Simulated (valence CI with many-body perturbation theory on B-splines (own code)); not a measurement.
## Se in brief

Method: relativistic CI+MBPT: six valence electrons over a frozen Dirac-Fock core [Ar] 3d10, a basis of 9 s, 9 p, 8 d, 6 f, 3 g, 1 h functions for each j, with the one-electron correlation potential Σ1 (screened to all orders), the two-electron term Σ2, the three-electron term Σ3, Breit, model QED; selected single and double excitations, second order for the rest, scaled by the run's own slope (own B-spline code, finite nucleus).

Set against measurement, 24 paired levels are off by 203 cm⁻¹ on average, the worst by 344. These come from a selection out of the NIST Handbook of Basic Atomic Spectroscopic Data. Levels without a partner in it may be off by more. Among the levels kept, up to 1600 cm⁻¹ of a level comes from second order outside the variational space, and about a tenth of that is noise between levels of different J, which matters for small intervals.

Rates and lifetimes use the calculated energies. Strong lines usually hold to 10 to 20 %, long lifetimes can be off by a factor of two.

Q: What is the ground level?

A: 4s²4p⁴ ³P_2, composition 92 % 4s²4p⁴ ³P + 2 % 4s²4p⁴ ¹D, g = 1.492.

Q: How well does LS coupling describe the low levels?

A: Among the lowest 20 levels the leading LS term, summed over configurations, holds 98 % on average. For single configurations the figures are 88 % in LS and 51 % in jj coupling. Terms mix most in the J = 2 level at 61749 cm⁻¹, where the leading one holds 93 %.

Q: Among levels below 68042 cm⁻¹, which E1 lines absorb most strongly from the ground level?

A: to 4s²4p³4d ³D°_3 at 153.7 nm, f = 0.159; to 4s²4p³5s ³S°_1 at 196.6 nm, f = 0.102; to 4s²4p³5s ³D°_3 at 161.0 nm, f = 0.0704.

Q: How is the term ³P of the ground level split?

A: J = 2 at 0.0, J = 1 at 1959, J = 0 at 2557 cm⁻¹.

Q: What are the static dipole polarisabilities of the lowest levels?

A: 4s²4p⁴ ³P_2 23.7 (tensor -1.5); 4s²4p⁴ ³P_1 24.0 (tensor 0.95); 4s²4p⁴ ³P_0 23.8; 4s²4p⁴ ¹D_2 24.5 (tensor 2.4) bohr³, of which the core gives 0.360. The recommended value for the atom is 28.9 ± 1 bohr³ (Schwerdtfeger and Nagle, table of static dipole polarizabilities (2023 update)).

Q: Where does the other parity begin?

A: At 4s²4p³5s ⁵S°_2, 47984 cm⁻¹.

Q: Name the longest-lived excited levels whose lifetime is computed, and their main decay.

A: 4s²4p⁴ ³P_1 at 1959 cm⁻¹ lives 6.01 s, mostly by M1 to 4s²4p⁴ ³P_2; 4s²4p⁴ ¹D_2 at 9595 cm⁻¹ lives 1.30 s, mostly by M1 to 4s²4p⁴ ³P_2; 4s²4p⁴ ¹S_0 at 22597 cm⁻¹ lives 96.9 ms, mostly by M1 to 4s²4p⁴ ³P_1. The lifetime of 4s²4p⁴ ³P_0 is too uncertain to give, and may be longer.
